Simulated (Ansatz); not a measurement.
The same molecule with X = C, Si, Ge. Ansatz, PBE0-D4/def2-TZVP geometries, multiplicity 2.

Scalar relativity is left out up to krypton.

```
 X      molecule  mean X–F bond length / Å  size of the dipole moment (B3LYP/def2-TZVPP) / D  ideal-gas entropy at 298 K and 1 bar (rigid rotor, harmonic PBE0-D4/def2-TZVP) / J/(mol·K)  zero-point energy (PBE0-D4/def2-TZVP) / kJ/mol
 C   `F[C](F)F`•                     1.313                                              0.24                                                                                         264                                            32.4
Si  `F[Si](F)F`•                     1.581                                              1.19                                                                                         283                                            22.3
```

Problem. Give the row for X = Ge, `[F][Ge]([F])[F]`•. (An estimate is asked.)

Solution. Ansatz gave: 
```csv
X,molecule,mean X–F bond length / Å,size of the dipole moment (B3LYP/def2-TZVPP) / D,"ideal-gas entropy at 298 K and 1 bar (rigid rotor, harmonic PBE0-D4/def2-TZVP) / J/(mol·K)",zero-point energy (PBE0-D4/def2-TZVP) / kJ/mol
Ge,`[F][Ge]([F])[F]`•,1.721,2.11,300,17.0
```

From C to Ge the mean X–F bond length rises at each step, by 0.408 Å in all; the ideal-gas entropy at 298 K and 1 bar (rigid rotor, harmonic PBE0-D4/def2-TZVP) rises at each step, by 36 J/(mol·K) in all; the zero-point energy (PBE0-D4/def2-TZVP) falls at each step, by 15.4 kJ/mol in all. Bonds lengthen as the atom grows down the group. Dipoles are sizes alone, and their direction can turn along the series.

B3LYP here is the variant with VWN-RPA as its local correlation; programs differ in this.
